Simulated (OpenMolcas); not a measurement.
## W2+: effect of the basis set

| Quantity | Value |
| --- | --- |
| Program | OpenMolcas |
| Method | MS-CASPT2, IPEA 0.25 Eh, imaginary shift 0.1 Eh (closed shells correlated: 5s 5p) |
| Active space | 4 electrons in 10 orbitals (5d 6d) |
| State averaging | 2S+1 = 5 even, 5 roots; 2S+1 = 3 even, 45 roots; 2S+1 = 1 even, 50 roots |
| Spin-orbit coupling | RASSI with atomic mean-field integrals over the reference wave functions, term energies averaged over their components |

A. ANO-R2 [8s6p5d3f2g], X2C, finite nucleus; CASPT2 step of the order of 10 core-minutes
B. ANO-RCC-VTZP [8s7p5d3f2g1h], DKH2, point nucleus; CASPT2 step about 27 core-minutes
C. ANO-RCC-VQZP [9s8p6d4f3g2h], DKH2, point nucleus; CASPT2 step of the order of 24 core-minutes

Energies in cm-1 above 5d4 5D0, the measured ground level; measured values from NIST levels as listed in McCann et al., Mon. Not. R. Astron. Soc. 538, 537 (2025).

```
            Level      A      B      C  Measured
   5d4 5D0 [65 %]    0.0    0.0    0.0       0.0
          5d4 5D1   2520   2360   2560      2256
          5d4 5D2   4910   4670   4980      4461
          5d4 5D3   6870   6610   6930      6278
          5d4 5D4   8410   8190   8430      7687
5d4 3P0(1) [57 %]  11450  11460  11410      9904
   5d4 3H4 [58 %]  15010  15210  14820     13701
       5d4 3P1(1)  15170  15260  15100     12881
5d4 3F2(1) [71 %]  16790  17100  16640          
   5d4 3G3 [51 %]  17280  17480  17130          
          5d4 3H5  18300  18480  18080          
       5d4 3P2(1)  19700  19870  19600          
          5d4 3H6  19980  20210  19750          
   5d4 3G4 [51 %]  22600  22770  22400          
5d4 3F3(1) [54 %]  22700  22870  22510          
   5d4 3D3 [69 %]  24560  24830  24440          
          5d4 3G5  25880  25950  25670          
          5d4 3D1  27030  27220  26930          
          5d4 1I6  28020  28380  27760          
5d4 1G4(1) [57 %]  31230  31390  31020          
       5d4 1S0(1)  31270  31430  31170          
   5d4 1F3 [72 %]  32730  33260  32550          
       5d4 3P2(2)  36560  37140  36330          
5d4 3F4(2) [72 %]  38940  39580  38770
```

Deviations, from unrounded energies. A percentage is the sum of absolute deviations over the sum of measured energies, with the sign that they share, or ± where signs differ.

```
                        Against measurement  Levels      A      B      C
             mean absolute deviation (cm-1)       7   1000    940   1000
      fine structure of the ground term (%)       4   +9.8   +5.5  +10.7
other terms of the ground configuration (%)       3  +14.1  +14.9  +13.3
```

B lies closest to measurement on these levels and A furthest from it. The largest miss of B in the table is 5d4 3P1(1), by +2400 cm-1. The ranking rests on the paired levels alone, and a cruder setting can come out closer through cancelling errors.

The two smallest mean deviations differ by little beside CASPT2's spread within terms, so their order carries little weight.

Among A to C the level of the table that moves most is 5d4 3F4(2) [72 %], by 810 cm-1 (lowest in C, highest in B). Moves below CASPT2's spread within the term are not significant.

CASPT2 breaks the degeneracy within a term, and the mean is taken; among the terms shown or strongly mixed into the levels shown the widest spread is 910 cm-1 (5d4 1I, A). Over all roots computed the reference weight is 0.88 to 0.95 in A, 0.89 to 0.95 in B, 0.88 to 0.95 in C; the roots of lowest weight are the least certain, and an intruder state may touch them. Active for correlation alone: 6d; no level in the range computed is led by a configuration that fills it, so any true level of that kind is missing. Some terms miss by over 15 % even with CASPT2, which points to a basis or an active space too small for the shells correlated. The CASPT2 spread within a term exceeds the gap to the next term for 5d4 3H and 5d4 3F(1), 5d4 3D and 5d4 1D(1), 5d4 1D(1) and 5d4 1I and others, so the order of their levels is uncertain, and so are names and mixing where such terms share a J (figures for A; the like holds for B, C). Measured partners are found by configuration, term and J. A level has none where our copy of the source lacks it or the pairing is in doubt (some pairs that miss far off the trend of their configuration count as doubtful), and it then counts in no deviation. Only configurations of the active space appear. Levels that lie high or do not pair safely by name in every column are left out.

A share in square brackets marks a mixed level and gives the weight of the term that names it, the lowest over the columns. A number in round brackets counts repeated terms of one configuration in the order of the reference energies.
